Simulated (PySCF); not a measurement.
## NMR data sheet: C6H5NO

- Formula: C6H5NO
- SMILES: O=Cc1ccccn1
- InChI: InChI=1S/C6H5NO/c8-5-6-3-1-2-4-7-6/h1-5H
- Point group of the computed structure: Cs
- Degrees of unsaturation: 5
- Carbon signals: 6
- Proton signals: 5

Structure with atom numbers: `[O:1]=[CH:2][c:3]1[cH:4][cH:5][cH:6][cH:7][n:8]1`. Each H is labelled by its parent atom.

- coordinates at the GFN2-xTB level
- shielding tensors at PBE0/pcSseg-1 (GIAO)
- program: PySCF
- in vacuum, non-relativistic, single conformer

δ = σ(ref) − σ, references computed at the same level: 1H (31.72 ppm) and 13C (186.93 ppm) against TMS; 15N (267.73 ppm) against NH3; 17O (336.08 ppm) vs H2O.

| carbon | δC, type | δH (multiplicity) | HMBC from (2–3 bonds) | span of the C tensor (ppm) |
| --- | --- | --- | --- | --- |
| C2 | 201.2, CH | 10.33 (s) | H(C4) | 179 |
| C3 | 157.4, C | – | H(C2), H(C7), H(C4), H(C5) | 217 |
| C4 | 128.5, CH | 8.38 (d) | H(C2), H(C5), H(C6) | 242 |
| C5 | 142.8, CH | 8.20 (m) | H(C7), H(C4), H(C6) | 253 |
| C6 | 133.0, CH | 7.62 (m) | H(C7), H(C4), H(C5) | 238 |
| C7 | 155.7, CH | 9.15 (d) | H(C5), H(C6) | 225 |

Other nuclei:
```tsv
atoms	nucleus	environment	δ (ppm)	σ (ppm)
N8	15N	pyridine-type ring nitrogen	366.9	-99.2
O1	17O	aldehyde oxygen	683.9	-347.8
```

1. Carbon types of the structure: 1 × C, 5 × CH, which accounts for all hydrogens.
2. δC 201.2: aldehyde carbonyl carbon; the double bond to the heteroatom, with no lone-pair donor beside it, deshields it most.
3. δC 155.7: aromatic CH next to a ring nitrogen; the adjacent pyridine-type nitrogen withdraws density from it.
4. δC 142.8, 133.0, 128.5: aromatic CH.
5. δH 10.33: hydrogen on an aldehyde carbonyl carbon; deshielded by the polar, anisotropic C=O bond.
6. δH 9.15: hydrogen on an aromatic CH next to a ring nitrogen; ring current plus the neighbouring ring nitrogen.

Shifts are as computed. Against solution values, carbons near 30 ppm lie about +3 ppm off and those near 130 ppm about +5 ppm. Of 1211 compounds with measured shifts, 218 miss one by over three times the rms of a fit or turn the order of signals round; such compounds aren't used in these exercises. Unscaled 17O shifts of doubly bonded oxygen tend to come out too high, by tens of ppm or more. Experimental scales use liquid or dissolved standards, which lie at an offset from isolated NH3 (liquid NH3: subtract about 20 ppm) and H2O (liquid H2O: subtract about 36 ppm). Unscaled 15N shifts of sp2 nitrogen come out 20 to 40 ppm too high even then. No couplings were computed; multiplicities are counted from neighbouring protons, with m where these are inequivalent, close in shift, in a saturated or five-membered ring or joined by F or P, and br s for small geminal =CH2 splittings.
